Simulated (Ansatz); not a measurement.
Geometry optimisation, Ansatz, RKS PBE/def2-SVP.

Input:

```yaml
crystal:
  periodic: [false, false, false]
  atoms:
    - { symbol: Ge, position_ang: [0.0, 0.0, 0.0] }
    - { symbol: F, position_ang: [0.0, 0.0, 1.68] }
    - { symbol: Cl, position_ang: [2.0935, 0.0, -0.7393] }
    - { symbol: Cl, position_ang: [-1.0456, 1.8115, -0.7393] }
    - { symbol: Ge, position_ang: [-1.1304, -1.9584, -0.7992] }
    - { symbol: H, position_ang: [-1.8281, -2.673, 0.3861] }
    - { symbol: H, position_ang: [-2.1918, -1.5497, -1.8522] }
    - { symbol: H, position_ang: [-0.1029, -2.92, -1.4487] }
basis:
  gaussian: { orbitals: def2-SVP }
hamiltonian:
  xc: pbe
relax:
  f_tol: 0.02
  max_steps: 40
output:
  orbitals: {}
```

Run as:

```bash
$ ansatz run input.yaml --threads 4 --pin off --max-ram 5120MiB --backend cpu --events-out ev --progress --plain --runs-dir out
```

Q: Where does it end, and by what steps?

A: It converged. The force dipped under the threshold on the way, but the program's further checks kept it going. After 13 steps the energy has fallen by 0.205 eV; H6 moved furthest, 0.81 Å.

| step | energy less start (eV) | largest force component (eV/Å) | accepted |
| --- | --- | --- | --- |
| 0 | 0.0000 | 2.866 | yes |
| 1 | -0.1394 | 0.714 | yes |
| 2 | -0.1508 | 0.465 | yes |
| 3 | -0.1692 | 0.160 | yes |
| 4 | -0.1733 | 0.043 | yes |
| 5 | -0.1782 | 0.197 | yes |
| 6 | -0.1825 | 0.151 | yes |
| 7 | -0.1912 | 0.026 | yes |
| 8 | -0.1957 | 0.173 | yes |
| 9 | -0.2002 | 0.102 | yes |
| 10 | -0.2029 | 0.007 | yes |
| 11 | -0.2043 | 0.059 | yes |
| 12 | -0.2044 | 0.057 | yes |
| 13 | -0.2046 | 0.018 | yes |

```xyz
8
Properties=species:S:1:pos:R:3
Ge 0.013 -0.020 -0.062
F 0.535 -0.205 1.605
Cl 1.813 0.384 -1.205
Cl -1.241 1.751 -0.093
Ge -1.164 -2.016 -0.826
H -2.407 -2.210 0.071
H -1.568 -1.766 -2.296
H -0.187 -3.208 -0.707
```

The run took 23 s on 4 threads of Intel(R) Xeon(R) Platinum 8259CL CPU @ 2.50GHz (Skylake/Cascade Lake), with other jobs on the host, peak memory 0.22 GiB.
